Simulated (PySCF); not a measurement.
**YSe₂⁻, singlet: structure and spectrum**

All numbers come from PBE0 in PySCF with Y def2-SVPD with ECP28, Se def2-SVPD; scalar-relativistic core potentials, no spin–orbit coupling; density-fitted integrals.

The structure is a higher-order saddle point with 2 imaginary modes (one degenerate set).

```
Point group                                                                   : D∞h
Bond lengths                                                                  : Y–Se 2.567 Å (×2)
Bond angles                                                                   : Se–Y–Se 180.0°
Rotational constants                                                          : 0.016 cm⁻¹
Principal quadrupole moments (Buckingham, traceless) about the centre of mass : -60.00, 30.00, 30.00 D Å
Dipole moment about the centre of mass                                        : 0.00 D
Zero-point energy (real modes)                                                : 3.2 kJ/mol
Lowest empty level                                                            : 0.98 eV
Highest occupied level                                                        : -1.67 eV
Principal polarisabilities                                                    : 136.7, 136.7, 226.5 bohr³
```

Harmonic modes (masses in u: Y 88.906, Se 79.917):
```json
{"symmetry": "πu", "ω (cm⁻¹)": "41i", "IR (km/mol, summed over degenerate members)": "–", "μ (u)": "85.47", "type": "bend"}
{"symmetry": "σg+", "ω (cm⁻¹)": "221", "IR (km/mol, summed over degenerate members)": "0.0", "μ (u)": "79.92", "type": "stretch"}
{"symmetry": "σu+", "ω (cm⁻¹)": "318", "IR (km/mol, summed over degenerate members)": "186", "μ (u)": "85.47", "type": "stretch"}
```

In D∞h the vibrations span πu + σg+ + σu+. The σg+ mode carries no infrared intensity, as symmetry demands. With a centre of inversion only u modes can be infrared active and only g modes Raman active.

Charges (e); Mulliken and Löwdin values are unreliable with diffuse functions:
| atom | Mulliken | Löwdin | polar tensor | Mayer order to Y1 |
| --- | --- | --- | --- | --- |
| Y1 | 0.87 | 0.11 | 1.78 | – |
| Se2,3 | -0.94 | -0.55 | -1.39 | 1.63 |

Mulliken populations on Y1 (electrons outside its core potential): s 2.34, p 6.39, d 1.32, f 0.06.

Outer orbital energies (eV). occupied: -12.56, -12.09, -3.33, -2.40, -2.40, -1.86, -1.86, -1.67; empty: 0.98, 2.09, 2.09, 3.24.

Other isomers or separated fragments may lie lower. The lowest empty level of this anion is unbound, so it and the gap depend on the basis. At this level a singlet minimum of C2v symmetry lies 9 kJ/mol below this structure.

The final relaxation and frequency run took about 50 core-seconds on a shared host.
